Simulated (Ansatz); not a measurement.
`N=CC[SiH3]` → `[CH2]` (triplet) + `N=C[SiH3]`  (formal loss of a carbene)

Isolated molecules relaxed with PBE0-D4/def2-TZVP in Ansatz; ΔE leaves out vibrations. CCSD(T)/CBS adds triple-zeta CCSD(T) − MP2 to the extrapolated MP2 energy (def2 sets, frozen cores). This one scheme is used for every species. Functionals use def2-TZVPP. Triplets are unrestricted, without spin–orbit coupling. Each species was taken in one conformer, which may not be the lowest.

| level | ΔE (kcal/mol) |
| --- | --- |
| PBE0-D4 | 112.3 |
| CCSD(T)/def2-SVP | 106.9 |
| MP2/def2-TZVPP | 113.2 |
| MP2/CBS(def2) | 115.8 |

Task: What does CCSD(T)/CBS give? (Best estimate.)

Result: The calculation gave: +111.8 kcal/mol. The listed levels differ from it by 0.5, -4.9, 1.4, 4.0 kcal/mol.

Largest T1 diagnostic among the species: 0.012.

Leaving LDA and LC-ωPBE aside and taking each functional with its dispersion term where it has one, the values, not all of them listed here, spread over 7.7 kcal/mol, from r2SCAN0-D4 to ωB97X-V. LDA lies +18.7 kcal/mol from PBE without D4. At CCSD(T), def2-SVP lies −4.9 kcal/mol from the extrapolated value and def2-TZVPP −2.6 kcal/mol.
